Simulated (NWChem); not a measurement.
# SiH4O3; SMILES O[SiH](O)O

```xyz
8

Si     0.0245    -0.0364     0.3448
O     -1.5159     0.3326    -0.1801
O      0.4255    -1.5567    -0.2056
O      0.9725     1.2064    -0.2639
H      0.1672    -0.1441     1.8270
H     -1.6318     1.2735    -0.3999
H      0.1816    -1.7188    -1.1347
H      1.8827     1.2408     0.0773
```
Atoms are numbered in this order, from 1.

All runs: NWChem. Pople sets run with spherical d functions. STO-3G and 3-21G are far too small for this property and stand as cheap habits. The geometry was optimised at PBE-D3(BJ)/def2-SVP. Vertical excitations in the gas phase; the lowest state need not have the same character in each row.

Question: Order these runs by computing time, cheapest first, and give rough ratios: Hartree-Fock/3-21G, CIS; Hartree-Fock/def2-SVP, CIS; Hartree-Fock/def2-SVPD, CIS; Hartree-Fock/aug-cc-pVDZ, CIS.

Answer: Hartree-Fock/3-21G, CIS (1), Hartree-Fock/def2-SVP, CIS (4), Hartree-Fock/def2-SVPD, CIS (20), Hartree-Fock/aug-cc-pVDZ, CIS (60). Ratios are rough, from one shared machine; the cheapest took about 7 core-seconds (a rough figure). What differs between the cheapest and the dearest: lowest excitation, singlet (eV) 10.05 → 9.29; oscillator strength of that lowest state 0.009 → 0.011; lowest state with f > 0.02, singlet (eV) 10.26 → 9.44; orbital gap (eV) 18.40 → 13.96.
